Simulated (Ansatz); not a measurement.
A search over several starts for the lowest SCF solution of Al₂Ru₂⁻ at the given spin, in a small basis.

```yaml
crystal:
  periodic: [false, false, false]
  atoms:
    - {symbol: Ru, position_ang: [1.925839, -0.002818, 0.020022]}
    - {symbol: Ru, position_ang: [0.085581, 1.189488, 0.138064]}
    - {symbol: Al, position_ang: [0.052894, -1.332247, -0.152997]}
    - {symbol: Al, position_ang: [-2.064314, 0.145577, -0.005089]}
basis:
  gaussian: {orbitals: def2-SVP}
total_charge: -1
magnetization: {spin_polarized: true, initial_magnetization: 1}
hamiltonian: {xc: pbe0, dispersion: d4}
output: {orbitals: {seedname: orbitals}}
```

```sh
$ ansatz run in.yaml --threads 4 --pin off --events-out ev --progress --plain --max-ram 3916MiB
```

It prints (some lines left out):

```
Functional definition: PBE0
980 factors; integrals over basis functions are off by at most 5.9e-4 eV
mean field evaluation 1: about -18339.7075 eV, gradient 3.2e1 eV
mean field evaluation 2: about -18085.3475 eV, gradient 1.9e2 eV
mean field evaluation 4: about -18334.8057 eV, gradient 5.2e1 eV
mean field evaluation 8: about -18345.3506 eV, gradient 7.7e-1 eV
mean field evaluation 16: about -18345.8833 eV, gradient 9.4e-3 eV
mean field evaluation 32: about -18328.5813 eV, gradient 6.8e1 eV
mean field evaluation 64: about -18330.2489 eV, gradient 6.7e1 eV
mean field evaluation 96: about -18345.4801 eV, gradient 7.4e-2 eV
mean field evaluation 128: about -18345.6477 eV, gradient 3.7e-1 eV
mean field evaluation 160: about -18345.5033 eV, gradient 3.5e-1 eV
mean field evaluation 192: about -18345.7442 eV, gradient 3.0e-5 eV
mean field evaluation 224: about -18345.8789 eV, gradient 2.2e-1 eV
mean field evaluation 256: about -18345.8822 eV, gradient 8.1e-2 eV
mean field -18345.88325739 eV, -674.1987744229 hartree, gradient 7.8e-6 eV, S^2 1.984644; 13 other end points of the search recorded, 0 dependent functions left out
reference -18345.88328181 eV, -674.1987753201 hartree; 30, 29 occupied and 68, 69 virtual orbitals, 980 factors
Total energy: -18346.07343747 eV, -674.2057634119 hartree
```

It took 42 s on 4 threads of Arm Neoverse V1 on a shared host.

Other converged states that the search met: 0.20 eV higher (⟨S²⟩ = 2.30).

In the def2 sets Ru takes a core potential; there is no spin–orbit coupling. The charge -1 doublet is spin-contaminated (final ⟨S²⟩ up to 1.98, 0.75 for a pure state). The structure comes from a short search, and lower isomers may exist.
